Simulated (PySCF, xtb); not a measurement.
NbO3, SMILES [O]=[Nb](=[O])=[O] (connectivity only; charge and spin as stated), neutral, multiplicity 2.

Harmonic wavenumbers (cm⁻¹) from GFN2-xTB (xtb) at its own minimum, in rising order: 187, 187, 214, 635, 635, 664.

Task: What does PBE-D3(BJ)/def2-TZVP (PySCF 2.14.0) give at its own minimum? (An estimate is asked for; the answer gives what the named calculation found.)

Result: 224, 226, 226, 526, 526, 898. Paired by order, the mean absolute difference is 90 cm⁻¹ and the zero-point energies are 3.6 and 3.8 kcal/mol.
